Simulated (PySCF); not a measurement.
# Correlation energy of Xe²⁺ (xenon, charge +2)

[Kr] 4d10 5s1 5p5, high-spin 3P determinant (an excited configuration). Computed with PySCF 2.14 in x2c-QZVPPall, with scalar relativity by spin-free X2C-1e. Frozen: [Kr] 4d10; 6 electrons correlated.

MP2 pair energies summed by pair of shells (mhartree):

```
 pair   energy  share (%)
5p-5p  -123.85       88.5
5s-5p   -16.08       11.5
```

Total MP2 correlation energy: -139.93 mhartree.

Same-spin part -24.15 and opposite-spin part -115.77 mhartree; SCS-MP2 scales them by 1/3 and 6/5 to -146.98 mhartree.
